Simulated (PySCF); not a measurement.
## Calculated NMR data

- structure optimised with GFN2-xTB
- GIAO PBE0/pcSseg-1 shieldings
- program: PySCF 2.14
- no solvent, single conformer, non-relativistic, fast rotation and ring inversion assumed for equivalent nuclei

Shifts are taken against calculated references (same method and geometry level): $^{1}$H (σref 31.72), $^{13}$C (σref 186.93) against TMS. Where no couplings were computed, multiplicities follow the n + 1 count of equivalent neighbours, and m marks all less simple cases (inequivalent or close neighbours, rings, F or P nearby). Shifts are as computed. Against solution values, carbons near 30 ppm lie about +3 ppm off and those near 130 ppm about +5 ppm; carbons on Cl a further +6 ppm. Of 1211 compounds with measured shifts, 218 miss one by over three times the rms of a fit or turn the order of signals round; such compounds aren't used in these exercises. Carbons bonded to Cl come out too deshielded. OH and NH positions are gas-phase values without hydrogen bonding to other molecules.

**1.** 4-chloro-3-methylaniline, C₇H₈ClN. $^{1}$H NMR (400 MHz, computed): δ 7.35 (d, 1H), 6.60 (s, 1H), 6.52 (d, 1H), 3.33 (br s, 2H), 2.35 (s, 3H). $^{13}$C{$^{1}$H} NMR (computed): δ 150.8, 143.2, 136.0, 131.9, 118.3, 115.1, 24.0.

**2.** SMILES Clc1ccccc1, C₆H₅Cl. $^{1}$H NMR (400 MHz, computed): δ 7.62 (m, 2H), 7.60 (m, 2H), 7.47 (m, 1H). $^{13}$C{$^{1}$H} NMR (computed): δ 146.2 (C), 135.2 (CH), 134.9 (CH), 131.6 (CH).
